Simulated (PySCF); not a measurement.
# How methods differ on the ionisation energy of Pt⁶⁸⁺

Pt⁶⁸⁺ [Ne] (1S) → Pt⁶⁹⁺ [He] 2s2 2p5 (2P), as a difference of total energies. Calculation: PySCF 2.14, in an uncontracted even-tempered set (17 s from 48 bohr⁻², ratio 2.2; 10 p from 63 bohr⁻², ratio 2.2; 5 d from 250 bohr⁻², ratio 2.4; 5 f from 370 bohr⁻², ratio 2.4; 4 g from 550 bohr⁻², ratio 2.4); the non-relativistic Hamiltonian (point nucleus). Correlated levels: nothing frozen; virtual orbitals above 40 to 60 times the deepest correlated orbital energy dropped. The calculations carry no spin-orbit coupling.

```json
{"method": "UHF", "ionisation energy (eV)": "17339.0"}
{"method": "LDA", "ionisation energy (eV)": "17331.7"}
{"method": "PBE", "ionisation energy (eV)": "17333.3"}
{"method": "PBE0", "ionisation energy (eV)": "17335.2"}
{"method": "r2SCAN", "ionisation energy (eV)": "17339.6"}
{"method": "TPSS", "ionisation energy (eV)": "17333.0"}
{"method": "revPBE", "ionisation energy (eV)": "17332.9"}
{"method": "MP2 (all electrons)", "ionisation energy (eV)": "17340.7"}
{"method": "SCS-MP2 (all electrons)", "ionisation energy (eV)": "17340.5"}
```

A first-order spin-orbit estimate (lowest level to lowest level, LS coupling) adds -385.2 eV.

The gap to the reference is mostly relativistic.

For comparison: 17540 ± 50 eV (theoretical estimate listed by NIST; NIST Atomic Spectra Database, ionization energies).
